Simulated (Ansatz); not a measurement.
`[SH][Sn]([SH])([Cl])[Cl]` + `O[SiH](F)[SiH2]Cl` → `[SH][Sn]([Cl])([Cl])[Cl]` + `O[SiH](F)[SiH2]S`  (redistribution)

Computed with Ansatz on PBE0-D4/def2-TZVP structures; ΔE is electronic, products minus reactants. CCSD(T)/CBS adds triple-zeta CCSD(T) − MP2 to the extrapolated MP2 energy (def2 sets, frozen cores). Functionals use def2-TZVPP. Elements past krypton have def2 core potentials. For Sn outer-core shells are correlated without core-valence functions, which leaves a few kJ/mol of doubt a bond. Each species was taken in one conformer, which may not be the lowest.

`[SH][Sn]([SH])([Cl])[Cl]`:

Cartesian coordinates in Å:
```
S -0.736 0.189 2.181
Sn -0.044 0.061 -0.083
S 1.716 -1.508 -0.330
Cl -1.912 -0.454 -1.349
Cl 0.710 2.082 -0.922
H -2.012 0.408 1.813
H 2.277 -0.777 -1.309
```

`O[SiH](F)[SiH2]Cl`:

```xyz
9

O    -1.108    1.624    0.285
Si    0.403    1.023    0.147
F     1.100    1.517   -1.204
Si    0.257   -1.322    0.033
Cl   -1.528   -1.670   -0.965
H    -1.806    1.180   -0.203
H     1.185    1.578    1.273
H     1.345   -1.974   -0.736
H     0.152   -1.956    1.371
```

`[SH][Sn]([Cl])([Cl])[Cl]`:

```xyz
6

S    -1.658    0.839   -0.717
Sn    0.317   -0.294   -0.083
Cl    0.852   -1.778   -1.750
Cl    2.091    1.138    0.231
Cl    0.068   -1.450    1.892
H    -1.670    1.546    0.428
```

`O[SiH](F)[SiH2]S`:

Cartesian coordinates in Å:
```
O 1.130 -0.607 -1.615
Si -0.324 -0.856 -0.913
F -1.459 0.013 -1.641
Si -0.190 -0.026 1.274
S 0.805 1.872 1.035
H 1.594 0.194 -1.350
H -0.661 -2.280 -1.127
H -1.490 0.117 1.981
H 0.743 -0.821 2.112
H -0.149 2.394 0.244
```

```
                   species  PBE energy (Eh)
`[SH][Sn]([SH])([Cl])[Cl]`      -1931.77717
       `O[SiH](F)[SiH2]Cl`      -1216.26736
`[SH][Sn]([Cl])([Cl])[Cl]`      -1993.18302
        `O[SiH](F)[SiH2]S`      -1154.85713
```

Task: Work out ΔE.

Result: ΔE = (-1993.18302) + (-1154.85713) − (-1931.77717) − (-1216.26736) = 0.00438 Eh = +11.5 kJ/mol. CCSD(T)/CBS gives +14.1 kJ/mol.

Largest T1 diagnostic among the species: 0.013.
